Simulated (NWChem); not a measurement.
System: GeH4; SMILES [GeH4]

```xyz
5

Ge     0.0000     0.0000     0.0000
H      1.0627     0.0000    -1.1108
H      0.4317     0.9580     1.1221
H     -0.1477    -1.4209     0.5679
H     -1.3467     0.4629    -0.5792
```
Atoms are numbered in this order, from 1.

Level: PBE0/def2-SVP (NWChem), optimised geometry, unscaled harmonic frequencies. 

Question: List the harmonic frequencies with IR intensities, and the thermochemistry.

Answer: 
```csv
frequency (cm⁻¹),IR intensity (km/mol)
824,102.0
824,102.0
824,102.0
929,0.0
929,0.0
2171,0.0
2176,121.8
2176,121.8
2176,121.8
```

The zero-point energy is 18.6 kcal/mol. The thermal correction to the enthalpy at 298.15 K (with zero-point energy) comes out as 21.2 kcal/mol and the heat capacity Cv is 8.7 cal/(mol K). The entropy at 298.15 K and 1 atm (symmetry number 12) is 51.9 cal/(mol K) and the dipole moment comes out as 0.00 D.

Rigid rotor and harmonic oscillator.
